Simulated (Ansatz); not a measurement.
Cost and result for the atomization energy of `B[SiH]([SiH3])Cl` (10 atoms, 9 bonds).

Cartesian coordinates in Å:
```
B -0.8192 1.1524 -1.3497
Si -0.8814 0.0204 0.2855
Si 1.2704 -0.8750 0.6059
Cl -1.3900 1.0543 2.0085
H -0.7959 2.3449 -1.3133
H -0.7228 0.6095 -2.4117
H -1.8432 -1.1079 0.1515
H 2.2646 0.2235 0.7246
H 1.2845 -1.6865 1.8509
H 1.6330 -1.7356 -0.5522
```

Total charge 0; spin multiplicity 1. Geometry: relaxed with PBE0-D4/def2-TZVP. Program: Ansatz. All runs use 2 threads of an Arm Neoverse V2 on a shared host. Times are those of one run each, without the atoms' runs, and a repeat can differ threefold. Electronic energies, without spin–orbit coupling; frozen cores. CCSD(T)/CBS adds CCSD(T) − MP2 in def2-TZVPP to the MP2 limit, and its time is that of the two runs behind it. T1 = 0.012. B3LYP takes the VWN-RPA correlation (the form of Gaussian; ORCA's B3LYP/G).

CCSD(T)/CBS is a level of theory with its own doubt, some kJ/mol a heavy atom from the limit and from the frozen cores, so smaller differences don't rank the functionals.

```
                            level  functions  wall time  atomization (kcal/mol)  difference from CCSD(T)/CBS  per bond
           LDA (SPW92)/def2-TZVPP        241      1.9 s                   791.1                         75.7       8.4
               BLYP-D4/def2-TZVPP        241      3.3 s                   707.0                         -8.4      -0.9
                 CCSD(T)/def2-SVP         98      3.7 s                   667.8                        -47.6      -5.3
               PBE0-D4/def2-TZVPP        241      4.7 s                   712.9                         -2.5      -0.3
          CAM-B3LYP-D4/def2-TZVPP        241      5.5 s                   717.5                          2.1       0.2
B3LYP-D4/def2-TZVPP (with forces)        241      7.5 s                   716.3                          0.9       0.1
                B2PLYP/def2-TZVPP        241        8 s                   705.6                         -9.8      -1.1
              PBE-QIDH/def2-TZVPP        241        8 s                   710.9                         -4.5      -0.5
               ωB97X-V/def2-TZVPP        241       13 s                   723.5                          8.1       0.9
 ωB97M-V/def2-TZVPP (with forces)        241       18 s                   718.0                          2.6       0.3
                   MP2/def2-QZVPP        447       29 s                   707.7                         -7.7      -0.9
               CCSD(T)/def2-TZVPP        241    7.1 min                   697.2                        -18.2      -2.0
                CCSD(T)/CBS(def2)          –    7.6 min                   715.4                          0.0       0.0
```

The D4 term adds +9.2 kcal/mol with B3LYP and +4.9 kcal/mol with PBE0; it sums over pairs of atoms, weighted by their polarisabilities, and B3LYP, whose exchange is more repulsive, gets the larger term. From r2SCAN to r2SCAN0 (25 % exact exchange), in def2-TZVPP and without D4, the atomization energy moves by −5.0 kcal/mol: exact exchange takes away binding that semilocal exchange gives to molecules. At CCSD(T), def2-SVP lies −47.6 kcal/mol from the extrapolated value and def2-TZVPP −18.2 kcal/mol: correlation converges slowly with the basis, and small sets miss more of it in the bonded molecule than in its fragments.
